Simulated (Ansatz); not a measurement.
Consider the ligand exchange at the Sn–O bond: `C[O][SnH3]` + `C[SiH2]N` → `C[SiH2][NH][SnH3]` + CH₃OH.

Computed with Ansatz on PBE0-D4/def2-TZVP structures; ΔE is electronic, products minus reactants. CCSD(T)/CBS is the MP2 limit (def2-TZVPP, def2-QZVPP) plus CCSD(T) − MP2 in def2-TZVPP, frozen cores. This one scheme is used for every species. Functionals use def2-TZVPP. B3LYP here is the variant with VWN-RPA as its local correlation; programs differ in this. def2 core potentials past Kr. For Sn outer-core shells are correlated without core-valence functions, which leaves a few kJ/mol of doubt a bond. One conformer a species, not always the lowest.

`C[O][SnH3]`:

Z-matrix (Å, degrees):
```
C
O 1 1.402
H 1 1.100 2 112.6
H 1 1.094 2 108.4 3 118.9
H 1 1.100 2 112.6 3 -122.2
Sn 2 1.967 1 119.0 3 61.1
H 6 1.709 2 107.4 1 -59.6
H 6 1.698 2 103.8 1 -180.0
H 6 1.709 2 107.4 1 59.7
```

`C[SiH2]N`:

Z-matrix (Å, degrees):
```
C
Si 1 1.871
H 1 1.093 2 111.2
H 1 1.094 2 110.5 3 119.8
H 1 1.093 2 111.2 3 -120.4
N 2 1.720 1 116.4 3 60.2
H 2 1.489 1 108.4 3 -179.4
H 2 1.489 1 108.4 3 -60.3
H 6 1.007 2 120.7 1 73.7
H 6 1.007 2 120.7 1 -73.5
```

`C[SiH2][NH][SnH3]`:

Z-matrix (Å, degrees):
```
C
Si 1 1.867
H 1 1.093 2 111.4
H 1 1.093 2 110.0 3 -119.7
H 1 1.094 2 111.6 3 121.4
N 2 1.718 1 108.8 3 -59.0
H 2 1.496 1 108.3 3 177.6
H 2 1.492 1 110.3 3 61.7
Sn 6 2.024 2 127.9 1 -24.0
H 6 1.009 2 117.4 1 170.6
H 9 1.707 6 108.8 2 70.6
H 9 1.709 6 109.7 2 -49.4
H 9 1.705 6 105.6 2 -169.6
```

CH₃OH:

Z-matrix (Å, degrees):
```
C
O 1 1.409
H 1 1.097 2 112.4
H 1 1.090 2 107.0 3 -118.5
H 1 1.097 2 112.4 3 123.0
H 2 0.959 1 108.5 3 -61.6
```

```csv
level,ΔE (kJ/mol),difference from CCSD(T)/CBS
PBE-D4,11.6,5.4
r2SCAN-D4,13.2,7.0
PBE0-D4,7.0,0.8
B3LYP-D4,11.3,5.1
ωB97X-V,10.5,4.3
ωB97M-V,9.1,2.9
B2PLYP,13.9,7.7
PBE,16.1,9.9
r2SCAN,14.5,8.3
PBE0,11.2,5.0
B3LYP,18.6,12.4
HF/def2-TZVPP,12.8,6.6
MP2/def2-TZVPP,3.7,-2.5
SCS-MP2/def2-TZVPP,6.3,0.1
CCSD/def2-TZVPP,4.9,-1.3
CCSD(T)/def2-TZVPP,4.5,-1.7
HF/def2-QZVPP,13.4,7.2
MP2/def2-QZVPP,4.9,-1.3
SCS-MP2/def2-QZVPP,7.4,1.2
HF/CBS(def2),13.5,7.3
MP2/CBS(def2),5.5,-0.7
CCSD/CBS(def2),6.7,0.5
CCSD(T)/CBS,6.2,0
```

Largest T1 diagnostic among the species: 0.013.

The D4 term adds −7.3 kJ/mol with B3LYP and −4.1 kJ/mol with PBE0; it sums over pairs of atoms, weighted by their polarisabilities, and B3LYP, whose exchange is more repulsive, gets the larger term. In def2-TZVPP, CCSD(T) changes the Hartree–Fock value by −8.3 kJ/mol (the triples alone add −0.4 kJ/mol) and MP2 by −9.1 kJ/mol.
